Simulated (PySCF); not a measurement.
**Bonding in `C[C@H](CC(F)(F)F)S(=O)(=O)Cl`**

Compound: C4H6ClF3O2S.
SMILES with atom numbers: `[CH3:1][C@H:2]([CH2:3][C:4]([F:5])([F:6])[F:7])[S:8](=[O:9])(=[O:10])[Cl:11]` (hydrogens: H12, H13, H14 on C1; H15 on C2; H16, H17 on C3)

Structure used (GFN2-xTB), in Å, numbered top down from 1:
```
atom  x, y, z in Å
C1    -0.806   -1.424   -0.215
C2    -0.311   -0.022   -0.463
C3     0.762    0.496    0.472
C4     2.144   -0.027    0.110
F5     2.248   -1.355    0.258
F6     3.093    0.520    0.876
F7     2.469    0.239   -1.162
S8    -1.737    1.092   -0.230
O9    -1.322    2.453   -0.329
O10   -2.856    0.649   -0.991
Cl11  -2.189    0.774    1.727
H12   -1.081   -1.553    0.830
H13   -0.045   -2.160   -0.467
H14   -1.685   -1.604   -0.830
H15   -0.041    0.140   -1.508
H16    0.796    1.587    0.407
H17    0.552    0.207    1.505
```

Bond orders from the PBE0/pcSseg-1 density (PySCF). Geometry: GFN2-xTB, one conformer, isolated molecule.

Problem. How far do the computed orders between heavy atoms stray from the drawn ones?

Solution. The largest departure is 0.243, at S8–O9 (drawn double, 1.757). Drawn single, order below 0.88: C2–S8 (0.850) and S8–Cl11 (0.834).

Problem. Set the Mayer orders of the bonds between heavy atoms beside their lengths.

Solution. 
```
   bond  drawn as  length (Å)  Mayer order
  C1–C2    single       1.507        1.000
  C2–C3    single       1.515        0.952
  C3–C4    single       1.522        1.037
  C4–F5    single       1.340        0.991
  C4–F6    single       1.336        1.013
  C4–F7    single       1.340        0.998
  C2–S8    single       1.825        0.850
  S8–O9    double       1.426        1.757
 S8–O10    double       1.424        1.779
S8–Cl11    single       2.034        0.834
```

By pair of heavy elements: C–C: lowest C2–C3 (0.952, 1.515 Å), highest C3–C4 (1.037, 1.522 Å); in 2 of the 3 pairs the longer bond (by over 0.003 Å) has the higher order (by 0.02 or more). C–F: lowest C4–F5 (0.991, 1.340 Å), highest C4–F6 (1.013, 1.336 Å). O–S: lowest S8–O9 (1.757, 1.426 Å), highest S8–O10 (1.779, 1.424 Å).

Problem. And the bonds to hydrogen?

Solution. C–H: 0.90 to 0.95 (6 bonds).

Problem. Sum the orders of all bonds at each heavy atom with more than one neighbour and set the sums beside the valence in the SMILES.

Solution. C1 3.841 (drawn 4), C2 3.703 (drawn 4), C3 3.821 (drawn 4), C4 4.039 (drawn 4), S8 5.220 (drawn 6). Orders between atoms that aren't bonded are not in these sums.

The Mayer order sums products of elements of PS (density times overlap matrix) between the two atoms' basis functions, so it depends on the basis set.
